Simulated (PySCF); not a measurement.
Gas-phase reaction: SnI₄ + 3 SnCl₄ → 4 SnCl₃ + 2 I₂

Method: PySCF energies (xtb for GFN2) plus ideal-gas RRHO corrections (1 bar). † marks an energy on the PBE0/def2-TZVP geometry and frequencies; other levels use their own. MP2 and CCSD(T) freeze the core. Open shells (unrestricted): SnCl₃ (multiplicity 2); the rest are closed-shell singlets. GFN2 has no spin-polarisation term. B3LYP is the form with VWN-RPA correlation. I, Sn: scalar-relativistic def2 core potential, no spin-orbit coupling. SnCl₃: computed as isolated molecules; such fragments, hydroxides, amides, oligomers or adducts are transient or little studied in the gas. MP2 isn't extrapolated to the basis-set limit. CCSD(T) isn't extrapolated to the basis-set limit.

| level | ΔH°(298 K), kJ |
|---|---|
| B3LYP/def2-TZVP† | 528 |
| CCSD(T)/def2-SVP† | 697 |
| GFN2-xTB | … |
| MP2/def2-SVP† | 748 |
| PBE0/def2-QZVP† | … |
| PBE0/def2-SVP† | 614 |
| PBE0/def2-TZVP | 606 |
| r2SCAN/def2-TZVP† | … |
| LDA/def2-TZVP† | … |
| ωB97X-V/def2-TZVP† | 681 |

Fill in the missing entries.


- GFN2-xTB, ΔH°(298 K), kJ: 215
- PBE0/def2-QZVP†, ΔH°(298 K), kJ: 601
- r2SCAN/def2-TZVP†, ΔH°(298 K), kJ: 603
- LDA/def2-TZVP†, ΔH°(298 K), kJ: 636
